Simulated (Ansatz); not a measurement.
`CC(C)[CH2][InH2]`, charge 0, multiplicity 1.

**Question.** Give a relaxed structure at PBE0-D4/def2-TZVP (the Gaussian-basis code of Ansatz). (An estimate is asked.)

**Answer.** The calculation gave: 
Z-matrix (Å, degrees):
```
C
C 1 1.521
H 1 1.093 2 111.3
H 1 1.093 2 111.4 3 120.4
H 1 1.096 2 110.8 3 -120.1
C 2 1.521 1 110.9 3 -179.1
C 2 1.524 1 111.7 3 55.7
H 2 1.100 1 107.3 3 -62.2
H 6 1.096 2 110.8 1 -60.8
H 6 1.093 2 111.4 1 58.7
H 6 1.093 2 111.3 1 179.1
In 7 2.169 2 117.0 1 62.4
H 7 1.096 2 110.8 1 -176.0
H 7 1.096 2 110.8 1 -59.2
H 12 1.734 7 118.2 2 179.9
H 12 1.732 7 123.6 2 -0.1
```
Point group Cs.
This is one stationary point; other conformers may exist.
